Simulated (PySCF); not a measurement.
# Bond lengths and vibrations by method: B2H3NSi

Calculated results; nothing here was measured. The program is PySCF 2.14.0, an open-source quantum chemistry code, run on an isolated molecule that a program drew, which may never have been made. The molecule is B2H3NSi (charge 0, singlet), drawn as the SMILES string `BN=B[SiH]`.

The geometry was optimised and harmonic frequencies were computed with HF and MP2, all in the cc-pV(D+d)Z basis, for the commonest isotopes, with a restricted reference for singlets and an unrestricted one otherwise, and a frozen core in MP2. Each result is a local minimum of its method.

Geometry at the HF minimum:
```xyz
7
B2H3NSi, angstrom
B    -1.1184    0.6578    4.1035
N    -1.2384    1.6240    3.0931
B    -1.3573    2.4801    2.1897
Si   -1.4326    3.9169    0.7509
H    -0.6401   -0.4165    3.8536
H    -1.4931    0.9052    5.2188
H    -2.8109    3.4887    0.3025
```

Lengths of the bonds as drawn, in Å (atoms numbered as above):
```
bond,HF,MP2
B1-N2,1.403,1.414
N2-B3,1.250,1.284
B3-Si4,2.035,2.011
B1-H5,1.202,1.207
B1-H6,1.202,1.207
Si4-H7,1.511,1.518
```

Rotational constants, in GHz:
```
constant     HF    MP2
       A  114.8  112.3
       B  2.082  2.069
       C  2.082  2.069
```

Harmonic frequencies in cm^-1, each column in rising order, so a row needn't be the same motion in every method:
| rank | HF | MP2 |
|---|---|---|
| 1 | 120 | 110 |
| 2 | 131 | 115 |
| 3 | 240 | 283 |
| 4 | 321 | 286 |
| 5 | 338 | 294 |
| 6 | 438 | 434 |
| 7 | 796 | 730 |
| 8 | 1012 | 948 |
| 9 | 1102 | 1039 |
| 10 | 1116 | 1066 |
| 11 | 1355 | ? |
| 12 | 2067 | 1882 |
| 13 | 2172 | 2125 |
| 14 | 2657 | 2619 |
| 15 | 2719 | 2703 |

**Estimate the missing MP2 frequency from the HF column.**

A single factor s that minimises the squared misfit of MP2 against s times HF over the other rows is sum(HF x MP2) / sum(HF^2) = 0.9682, with an rms misfit of 46 cm^-1. For rank 11 it gives 0.9682 x 1355 = 1312 cm^-1. The calculation gives 1283 cm^-1, 29 cm^-1 below the estimate. The drawn bonds are on average 0.6 % longer in MP2 than in HF.
